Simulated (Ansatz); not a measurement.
A run for Ansatz (a first-principles code): U-CCSD(T)/def2-SVP on F2Sn (SMILES [F][Sn][F]), a point of a bond scan (R = 2.922 Å). Elements past Kr take the def2 small-core potentials; no spin–orbit coupling. The run froze 11 orbitals, filled d shells among them.

Ansatz 0.2 input:
```yaml
crystal:
  periodic: [false, false, false]
  atoms:
    - {symbol: Sn, position_ang: [0.02632264, -0.01583816, 0.34295287]}
    - {symbol: F, position_ang: [0.96868403, 1.95562929, -1.59732330]}
    - {symbol: F, position_ang: [-0.80080048, -1.21048367, -0.95472913]}
basis:
  gaussian:
    orbitals: def2-SVP
correlation: {method: ccsd_t, electrons: outside_noble_gas}
scf: {omitted_lower_state_checks: [cluster_reference]}
magnetization: {spin_polarized: true, initial_magnetization: 0}
```

It printed:

```
Functional definition: HF
[...]
these checks for a lower state are left out or cut short: cluster_reference
integrals: 0.04 GiB planned
594 factors; integrals over basis functions are off by at most 3.3e-4 eV
mean field: 0.14 GiB planned
mean field evaluation 1: about -11206.4721 eV, gradient 3.4e1 eV
mean field evaluation 2: about -11206.4796 eV, gradient 3.4e1 eV
mean field evaluation 4: about -11211.2696 eV, gradient 3.0e0 eV
mean field evaluation 8: about -11211.3415 eV, gradient 1.9e-1 eV
mean field evaluation 16: about -11211.3342 eV, gradient 1.8e0 eV
mean field evaluation 32: about -11211.3093 eV, gradient 1.7e0 eV
mean field evaluation 64: about -11211.3325 eV, gradient 1.3e0 eV
mean field evaluation 96: about -11211.3415 eV, gradient 3.0e-3 eV
mean field evaluation 128: about -11211.1314 eV, gradient 4.9e0 eV
mean field evaluation 160: about -11211.1474 eV, gradient 3.6e-1 eV
mean field evaluation 192: about -11211.2757 eV, gradient 1.1e-1 eV
mean field -11211.59762130 eV, -412.0186130890 hartree, gradient 3.0e-6 eV, S^2 0.748088; 20 other end points of the search recorded, 0 dependent functions left out
11 core orbitals not correlated, not the lowest: weight in the atoms' cores, before any rotation towards them, 0.853 or more for the frozen orbitals, at most 0.157 for the correlated occupied ones
reference -11211.59762130 eV, -412.0186130890 hartree; 9, 9 occupied and 34, 34 virtual orbitals, 594 factors
second order -10.92277211 eV of doubles, -0.00000000 eV of singles
coupled cluster: 0.14 GiB planned
cycle   1  -11.07383362 eV  change   -1.5e-1 eV  update   1.4e-1
cycle   2  -11.50779026 eV  change   -4.3e-1 eV  update   6.9e-2
cycle   3  -11.80608101 eV  change   -3.0e-1 eV  update   7.0e-2
cycle   4  -11.95269454 eV  change   -1.5e-1 eV  update   4.8e-2
cycle   5  -12.05288932 eV  change   -1.0e-1 eV  update   3.1e-2
cycle   6  -12.10164702 eV  change   -4.9e-2 eV  update   1.5e-2
cycle   7  -12.16499397 eV  change   -6.3e-2 eV  update   9.9e-3
cycle   8  -12.16151300 eV  change    3.5e-3 eV  update   6.7e-3
cycle   9  -12.18618909 eV  change   -2.5e-2 eV  update   4.1e-3
cycle  10  -12.19423874 eV  change   -8.0e-3 eV  update   2.1e-3
cycle  11  -12.19328663 eV  change    9.5e-4 eV  update   9.6e-4
cycle  12  -12.19377960 eV  change   -4.9e-4 eV  update   4.9e-4
cycle  13  -12.19448721 eV  change   -7.1e-4 eV  update   3.0e-4
cycle  14  -12.19432783 eV  change    1.6e-4 eV  update   1.9e-4
cycle  15  -12.19442204 eV  change   -9.4e-5 eV  update   1.2e-4
cycle  16  -12.19437361 eV  change    4.8e-5 eV  update   7.3e-5
cycle  17  -12.19435620 eV  change    1.7e-5 eV  update   4.2e-5
cycle  18  -12.19439047 eV  change   -3.4e-5 eV  update   2.4e-5
cycle  19  -12.19439857 eV  change   -8.1e-6 eV  update   1.4e-5
coupled cluster: 0.14 GiB planned
perturbative correction -0.26882591 eV, -0.0098791701 hartree
Total energy: -11224.06084579 eV, -412.4766281409 hartree
Checks for a lower state left out: cluster_reference
```

The calculation finished and met its thresholds. Its determinant has ⟨S²⟩ = 0.75, a mixture of spin states.

Cost: roughly 7 core-seconds.
